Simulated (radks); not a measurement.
The numbers below are computed, except where a source is named.
Effect of the nuclear size on the lutetium ion Lu3+, [Xe] 4f14. Level of theory: Dirac Kohn-Sham, BLYP, spin-unpolarised, spherical densities, finite nucleus; Fermi nuclear charge, rms radius 5.37 fm (a radial shooting solver on a logarithmic mesh with Libxc functionals). The rms radius is varied about that value; shifts are against it.

| rms radius (fm) | total energy shift (eV) | density at nucleus (e/bohr^3) | 1s1/2 shift (meV) | 2s1/2 shift (meV) | 4p1/2 shift (meV) | 5s1/2 shift (meV) | 5p1/2 shift (meV) | 4f7/2 shift (meV) | 6s1/2 (empty) shift (meV) |
|---|---|---|---|---|---|---|---|---|---|
| 4.5914 | -12.0 | 1.168e+06 | -4900 | -672 | -0.142 | -5.73 | 0.110 | 0.636 | -0.909 |
| 4.8599 | -8.03 | 1.147e+06 | -3270 | -449 | -0.095 | -3.82 | 0.073 | 0.424 | -0.607 |
| 5.37 | 0 | 1.112e+06 | 0.000 | 0.000 | 0.000 | 0.000 | 0.000 | 0.000 | 0.000 |
| 5.5311 | 2.65 | 1.101e+06 | 1080 | 148 | 0.032 | 1.26 | -0.024 | -0.140 | 0.200 |
| 6.1701 | 13.7 | 1.064e+06 | 5570 | 764 | 0.167 | 6.51 | -0.124 | -0.723 | 1.03 |

Slopes of the eigenvalues against <r^2> in GHz/fm^2, as finite differences over the two radii next to the reference (eigenvalue slopes, not the field-shift constants of lines): 1s1/2 151000, 2s1/2 20700, 4p1/2 4.41, 5s1/2 176, 5p1/2 -3.38, 4f7/2 -19.6, 6s1/2 (empty) 28.0.
